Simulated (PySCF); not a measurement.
SMILES F[C@@H]1C[C@H]1[C@H]1CO[SiH2]O1, C5H9FO2Si

Molfile (atoms numbered from 1):
```
C5H9FO2Si
     RDKit          3D

 18 19  0  0  0  0  0  0  0  0999 V2000
   -3.2656    0.8711   -0.5292 F   0  0  0  0  0  0  0  0  0  0  0  0
   -1.9827    0.4368   -0.6936 C   0  0  2  0  0  0  0  0  0  0  0  0
   -1.5912   -0.8564   -0.0592 C   0  0  0  0  0  0  0  0  0  0  0  0
   -1.0824    0.4465    0.4981 C   0  0  1  0  0  0  0  0  0  0  0  0
    0.3743    0.8424    0.3430 C   0  0  1  0  0  0  0  0  0  0  0  0
    1.2885    0.0103    1.2864 C   0  0  0  0  0  0  0  0  0  0  0  0
    2.0619   -0.8551    0.5112 O   0  0  0  0  0  0  0  0  0  0  0  0
    1.9663   -0.5257   -1.0891 Si  0  0  0  0  0  4  0  0  0  0  0  0
    0.8194    0.6390   -0.9672 O   0  0  0  0  0  0  0  0  0  0  0  0
   -1.6057    0.7189   -1.6673 H   0  0  0  0  0  0  0  0  0  0  0  0
   -0.9065   -1.4904   -0.5995 H   0  0  0  0  0  0  0  0  0  0  0  0
   -2.3427   -1.3832    0.5084 H   0  0  0  0  0  0  0  0  0  0  0  0
   -1.5173    0.7824    1.4312 H   0  0  0  0  0  0  0  0  0  0  0  0
    0.4759    1.9129    0.5654 H   0  0  0  0  0  0  0  0  0  0  0  0
    0.6900   -0.5839    1.9823 H   0  0  0  0  0  0  0  0  0  0  0  0
    1.9536    0.6656    1.8573 H   0  0  0  0  0  0  0  0  0  0  0  0
    1.4675   -1.6978   -1.7900 H   0  0  0  0  0  0  0  0  0  0  0  0
    3.1879    0.0730   -1.5998 H   0  0  0  0  0  0  0  0  0  0  0  0
  1  2  1  0
  2  3  1  0
  3  4  1  0
  4  5  1  0
  5  6  1  0
  6  7  1  0
  7  8  1  0
  8  9  1  0
  4  2  1  0
  9  5  1  0
  2 10  1  6
  3 11  1  0
  3 12  1  0
  4 13  1  1
  5 14  1  1
  6 15  1  0
  6 16  1  0
  8 17  1  0
  8 18  1  0
M  END
```

Theory: GIAO KT3/STO-3G magnetisability, rotational g tensor and spin-rotation constants, non-relativistic, gas phase (PySCF). Geometry: GFN2-xTB.

**Question.** Give the nuclear spin-rotation constants along the inertial axes (H = +C I·J) beside the isotropic shieldings.

**Answer.** Rotational constants 3.2580, 0.8345, 0.7762 GHz. A star marks the isotopologue with that one atom substituted, in its own axes.
```csv
atom,isotope,Caa (kHz),Cbb (kHz),Ccc (kHz),mean (kHz),σ (ppm)
F1,19F,1.679,0.076,0.069,0.608,424.1
H10,1H,-0.354,0.009,-0.072,-0.139,30.5
H11,1H,-0.176,-0.074,-0.069,-0.106,32.8
H12,1H,-0.263,-0.071,-0.045,-0.126,32.4
H13,1H,-0.314,-0.011,-0.086,-0.137,32.3
H14,1H,-0.337,-0.086,0.021,-0.134,30.4
H15,1H,-0.298,-0.041,-0.036,-0.125,30.7
H16,1H,-0.251,-0.052,-0.035,-0.113,30.7
H17,1H,-0.294,-0.053,-0.003,-0.117,30.1
H18,1H,-0.088,-0.064,-0.039,-0.064,30.0
C2,13C*,0.179,0.139,0.113,0.144,177.0
C3,13C*,0.102,0.039,0.083,0.075,218.1
C4,13C*,0.145,0.070,0.069,0.095,211.1
C5,13C*,0.482,0.073,0.132,0.229,168.9
C6,13C*,0.380,0.107,0.116,0.201,171.2
O7,17O*,0.170,-0.040,0.012,0.047,399.6
Si8,29Si*,-1.308,-0.298,-0.378,-0.662,514.4
O9,17O*,-0.124,0.068,-0.021,-0.026,398.6
```
For the geometry as given, no vibrational averaging.
